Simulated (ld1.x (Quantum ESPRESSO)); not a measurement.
## What the settings do to the ultrasoft potential of C (Z = 6)

Base potential:

carbon, ultrasoft, made with ld1.x (Quantum ESPRESSO) 7.5 (PBE, non-relativistic). Core [He], reference 2s2 2p2. Waves: 2s (bound): rcut 0.95, rcutus 1.30 bohr; 2s channel at 4.2 Ry: rcut 0.95, rcutus 1.30 bohr; 2p (bound): rcut 2.40, rcutus 2.85 bohr; 2p channel at 1.6 Ry: rcut 2.40, rcutus 2.85 bohr. Local part: all-electron potential smoothed inside 1.30 bohr (lloc = -2). Core correction: none. Augmentation charge: PSQ, radius 1.00 bohr.

Cutoffs, loose and tight: the cutoffs (Ry, on a coarse ladder) from which the occupation-weighted sum of valence levels, in a spherical-Bessel basis at the reference potential, stays within 10 and 1 mRy of its value at 400 Ry. They do not see the model core or the augmentation charge, which bear on the density cutoff. Test errors are all-electron minus pseudo excitation energies from the reference, over the configurations 2s2 2p1; 2s2 2p0; 2s1 2p0; 2s0 2p4; 2s2 2p2.3; 2s1 2p3; 2s2 2p1.5. A dash means not determined; rows that change the core or the reference have their own tests.

| change | outcome | cutoff, loose | cutoff, tight | bound ghosts | largest test error (meV) |
| --- | --- | --- | --- | --- | --- |
| base | generated | 8 Ry | 10 Ry | none | +239 |
| type TM; waves now 2s (bound): rc 1.30 bohr; 2p (bound): rc 2.85 bohr; local potential all-electron potential smoothed inside 2.70 bohr (lloc = -2) | generated | 30 Ry | 80 Ry | none | +1872 |
| all radii scaled by about 1.04 (s 1.34, p 2.96 bohr, rcut 0.98/2.50); local potential all-electron potential smoothed inside 1.34 bohr (lloc = -2); augmentation PSQ, radius 1.04 bohr | generated | 8 Ry | 12 Ry | none | +240 |
| augmentation PSQ, inside the norm-conserving radii | generated | 8 Ry | 10 Ry | none | +543 |
| core correction a·sin(br)/r model core inside 0.86 bohr | generated | 8 Ry | 10 Ry | none | +144 |
| local potential all-electron potential smoothed inside 1.66 bohr (lloc = -2) | generated | 8 Ry | 10 Ry | none | +240 |
| waves 2p (bound): rcut 2.40, rcutus 2.56 bohr; 2p channel at 1.6 Ry: rcut 2.40, rcutus 2.56 bohr | generated | 10 Ry | 12 Ry | none | +241 |
| local potential all-electron potential smoothed inside 1.70 bohr (lloc = -1) | generated | 8 Ry | 10 Ry | none | +239 |
| wave 2s channel at 4.2 Ry: rcut 0.95, rcutus 1.30 bohr becomes 2s channel at 2.68 Ry: rcut 0.95, rcutus 1.30 bohr | generated | 8 Ry | 10 Ry | none | +239 |

Task: What comes out with this change to the base: waves 2s (bound): rcut 0.95, rcutus 1.12 bohr; 2s channel at 4.2 Ry: rcut 0.95, rcutus 1.12 bohr?

Result: outcome: generated; cutoff, loose: 18 Ry; cutoff, tight: 30 Ry; bound ghosts: none; largest test error (meV): +235.

Task: What comes out with this change to the base: reference 2s1 2p3?

Result: outcome: generated; cutoff, loose: 8 Ry; cutoff, tight: 10 Ry; bound ghosts: none; largest test error (meV): +125.
